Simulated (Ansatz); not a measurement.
**Molecular dynamics of C2H7ClSn**

Input file:

```yaml
crystal:
  periodic: [false, false, false]
  atoms:
    - { symbol: Sn, position_ang: [-0.448429, -0.024129, 0.718394] }
    - { symbol: H, position_ang: [0.796123, -0.091993, 1.880762] }
    - { symbol: C, position_ang: [1.955093, 0.24704, 0.450966] }
    - { symbol: H, position_ang: [2.040443, -0.301234, -0.49886] }
    - { symbol: H, position_ang: [2.116936, 1.327634, 0.337246] }
    - { symbol: H, position_ang: [2.648817, -0.177706, 1.18838] }
    - { symbol: C, position_ang: [-0.773806, 1.559022, -0.701559] }
    - { symbol: H, position_ang: [-1.846882, 1.647725, -0.911363] }
    - { symbol: H, position_ang: [-0.394313, 2.497002, -0.274033] }
    - { symbol: H, position_ang: [-0.224373, 1.302046, -1.616927] }
    - { symbol: Cl, position_ang: [-0.504207, -2.026707, -0.570008] }
basis:
  gaussian: { orbitals: def2-SVP }
hamiltonian:
  xc: pbe0
  dispersion: d4
md:
  timestep: 0.5
  n_steps: 200
  ensemble: nve
  temperature: 300.0
  initial_velocities: maxwell_boltzmann
  seed: 7789
```

Launched with:

```bash
$ ansatz run input.yaml --threads 2 --pin off --max-ram 3072MiB --backend cpu --events-out ev --progress --plain --runs-dir out
```

It starts at the highest image of a converged band. Of that band: Neighbouring images differ by up to 2.4 eV, so the band resolves the path poorly. A vibrational analysis at the climbing image gives one clearly imaginary mode, 1125i cm⁻¹: a first-order saddle point.

Output, in part (step lines, the closing report, with atoms numbered from 0):

```
md step     0: t =     0.00 fs  T =   300.0 K  F+E_penalty+E_count = -20528.95745943 eV  E_kin = 0.349002 eV  conserved = -20528.60845743 eV  (27 SCF iters)
md step     1: t =     0.50 fs  T =   290.7 K  F+E_penalty+E_count = -20528.94641647 eV  E_kin = 0.338166 eV  conserved = -20528.60825032 eV  (31 SCF iters)
md step     2: t =     1.00 fs  T =   265.7 K  F+E_penalty+E_count = -20528.91673790 eV  E_kin = 0.309049 eV  conserved = -20528.60768938 eV  (31 SCF iters)
md step     3: t =     1.50 fs  T =   232.3 K  F+E_penalty+E_count = -20528.87718776 eV  E_kin = 0.270232 eV  conserved = -20528.60695567 eV  (32 SCF iters)
md step     4: t =     2.00 fs  T =   200.2 K  F+E_penalty+E_count = -20528.83918292 eV  E_kin = 0.232871 eV  conserved = -20528.60631180 eV  (32 SCF iters)
md step     5: t =     2.50 fs  T =   177.7 K  F+E_penalty+E_count = -20528.81273419 eV  E_kin = 0.206741 eV  conserved = -20528.60599311 eV  (32 SCF iters)
md step     6: t =     3.00 fs  T =   169.1 K  F+E_penalty+E_count = -20528.80283435 eV  E_kin = 0.196741 eV  conserved = -20528.60609306 eV  (25 SCF iters)
md step     7: t =     3.50 fs  T =   173.2 K  F+E_penalty+E_count = -20528.80801325 eV  E_kin = 0.201494 eV  conserved = -20528.60651962 eV  (25 SCF iters)
[... lines left out ...]
Total energy: -20530.65845911 eV, -754.4877821922 hartree
Atom 0 at    -0.791769    -0.038359     0.775461 Å, force     0.050506     0.432941     0.314565 eV/Å
Atom 1 at     3.755484     0.360208    -0.333572 Å, force    -2.390949     1.002289    -4.102790 eV/Å
Atom 2 at     4.258769     0.188488     0.501750 Å, force    -0.131860    -3.179538     6.425828 eV/Å
Atom 3 at     5.187516    -0.311170     0.424462 Å, force     1.068533    -1.276315    -0.733684 eV/Å
Atom 4 at     4.544373     0.985371     1.103621 Å, force     0.289509     2.743931     0.682436 eV/Å
Atom 5 at     3.614075    -0.383720     1.345158 Å, force     1.129675     0.708933    -2.273747 eV/Å
Atom 6 at    -0.725512     1.364283    -0.910074 Å, force    -0.275647    -0.142618     0.177637 eV/Å
Atom 7 at    -1.321932     0.860134    -1.676574 Å, force    -0.120247    -0.051154    -0.299247 eV/Å
Atom 8 at    -1.185912     2.329334    -0.681195 Å, force    -0.011339     0.260527     0.087438 eV/Å
Atom 9 at     0.275203     1.516869    -1.324562 Å, force     0.288440     0.004076     0.003977 eV/Å
Atom 10 at    -0.428087    -1.869167    -0.672182 Å, force     0.103378    -0.503072    -0.282413 eV/Å
Dipole moment:    -0.039909     0.470252     0.284791 e Å
```

The steps, from the saved trajectory:

```json
{"time (fs)": "0.0", "T (K)": "300", "potential energy less start (eV)": "0.000", "conserved less start (meV/atom)": "0.00"}
{"time (fs)": "3.0", "T (K)": "169", "potential energy less start (eV)": "0.155", "conserved less start (meV/atom)": "0.21"}
{"time (fs)": "6.0", "T (K)": "188", "potential energy less start (eV)": "0.132", "conserved less start (meV/atom)": "0.10"}
{"time (fs)": "9.0", "T (K)": "200", "potential energy less start (eV)": "0.118", "conserved less start (meV/atom)": "0.15"}
{"time (fs)": "12.0", "T (K)": "263", "potential energy less start (eV)": "0.045", "conserved less start (meV/atom)": "0.18"}
{"time (fs)": "15.0", "T (K)": "608", "potential energy less start (eV)": "-0.356", "conserved less start (meV/atom)": "0.21"}
{"time (fs)": "18.0", "T (K)": "1184", "potential energy less start (eV)": "-1.042", "conserved less start (meV/atom)": "-1.22"}
{"time (fs)": "21.0", "T (K)": "1325", "potential energy less start (eV)": "-1.210", "conserved less start (meV/atom)": "-1.54"}
{"time (fs)": "24.0", "T (K)": "1081", "potential energy less start (eV)": "-0.906", "conserved less start (meV/atom)": "0.23"}
{"time (fs)": "27.0", "T (K)": "1095", "potential energy less start (eV)": "-0.922", "conserved less start (meV/atom)": "0.24"}
{"time (fs)": "30.0", "T (K)": "1985", "potential energy less start (eV)": "-1.964", "conserved less start (meV/atom)": "-0.35"}
{"time (fs)": "33.0", "T (K)": "1665", "potential energy less start (eV)": "-1.578", "conserved less start (meV/atom)": "0.83"}
{"time (fs)": "36.0", "T (K)": "1811", "potential energy less start (eV)": "-1.760", "conserved less start (meV/atom)": "-0.15"}
{"time (fs)": "39.0", "T (K)": "1470", "potential energy less start (eV)": "-1.357", "conserved less start (meV/atom)": "0.34"}
{"time (fs)": "42.0", "T (K)": "2187", "potential energy less start (eV)": "-2.205", "conserved less start (meV/atom)": "-0.86"}
{"time (fs)": "45.0", "T (K)": "1976", "potential energy less start (eV)": "-1.953", "conserved less start (meV/atom)": "-0.32"}
{"time (fs)": "48.0", "T (K)": "1749", "potential energy less start (eV)": "-1.685", "conserved less start (meV/atom)": "0.11"}
{"time (fs)": "51.0", "T (K)": "1508", "potential energy less start (eV)": "-1.402", "conserved less start (meV/atom)": "0.23"}
{"time (fs)": "54.0", "T (K)": "2056", "potential energy less start (eV)": "-2.048", "conserved less start (meV/atom)": "-0.49"}
{"time (fs)": "57.0", "T (K)": "2109", "potential energy less start (eV)": "-2.110", "conserved less start (meV/atom)": "-0.55"}
{"time (fs)": "60.0", "T (K)": "1606", "potential energy less start (eV)": "-1.518", "conserved less start (meV/atom)": "0.11"}
{"time (fs)": "63.0", "T (K)": "1650", "potential energy less start (eV)": "-1.569", "conserved less start (meV/atom)": "0.10"}
{"time (fs)": "66.0", "T (K)": "1777", "potential energy less start (eV)": "-1.716", "conserved less start (meV/atom)": "0.15"}
{"time (fs)": "69.0", "T (K)": "2227", "potential energy less start (eV)": "-2.249", "conserved less start (meV/atom)": "-0.69"}
{"time (fs)": "72.0", "T (K)": "1566", "potential energy less start (eV)": "-1.472", "conserved less start (meV/atom)": "0.14"}
{"time (fs)": "75.0", "T (K)": "1762", "potential energy less start (eV)": "-1.703", "conserved less start (meV/atom)": "-0.20"}
{"time (fs)": "78.0", "T (K)": "1804", "potential energy less start (eV)": "-1.746", "conserved less start (meV/atom)": "0.34"}
{"time (fs)": "81.0", "T (K)": "1981", "potential energy less start (eV)": "-1.956", "conserved less start (meV/atom)": "-0.06"}
{"time (fs)": "84.0", "T (K)": "1630", "potential energy less start (eV)": "-1.545", "conserved less start (meV/atom)": "0.20"}
{"time (fs)": "87.0", "T (K)": "1916", "potential energy less start (eV)": "-1.884", "conserved less start (meV/atom)": "-0.38"}
{"time (fs)": "90.0", "T (K)": "1917", "potential energy less start (eV)": "-1.882", "conserved less start (meV/atom)": "-0.14"}
{"time (fs)": "93.0", "T (K)": "2097", "potential energy less start (eV)": "-2.095", "conserved less start (meV/atom)": "-0.44"}
{"time (fs)": "96.0", "T (K)": "1610", "potential energy less start (eV)": "-1.521", "conserved less start (meV/atom)": "0.25"}
{"time (fs)": "99.0", "T (K)": "1784", "potential energy less start (eV)": "-1.729", "conserved less start (meV/atom)": "-0.22"}
```

All steps were run. The conserved energy stayed within 1.5 meV per atom of its start (net change 0.22 meV per atom), so the integration is sound. The system heated up, since it started high on the potential surface and ran downhill. A run of 0.1 ps of so small a system gives no equilibrium averages. The orbitals stay closed-shell, which can raise the energy where a bond breaks towards radicals; this wasn't checked here.

The step under study would form H2–C3 and break Sn1–H2, Sn1–C3. These pairs go: H2–C3 1.87 → 0.99 Å, Sn1–H2 1.70 → 4.70 Å, Sn1–C3 2.43 → 5.06 Å. In the last frame they stand as after the step (other bonds may differ from the relaxed reactants and products). It ends as CH3ClSn + CH4. Pairs count as bonded within 1.25 times the sum of covalent radii (0.12 Å more for H–H).

Last frame:

```xyz
11
Properties=species:S:1:pos:R:3
Sn -0.792 -0.038 0.775
H 3.756 0.360 -0.334
C 4.259 0.189 0.502
H 5.188 -0.311 0.424
H 4.544 0.985 1.104
H 3.614 -0.384 1.345
C -0.726 1.364 -0.910
H -1.322 0.860 -1.677
H -1.186 2.329 -0.681
H 0.275 1.517 -1.325
Cl -0.428 -1.869 -0.672
```

Time of the run: 6.7 min on 2 threads of Intel(R) Xeon(R) 6975P-C (Granite Rapids), with other jobs on the host, peak memory 0.27 GiB.
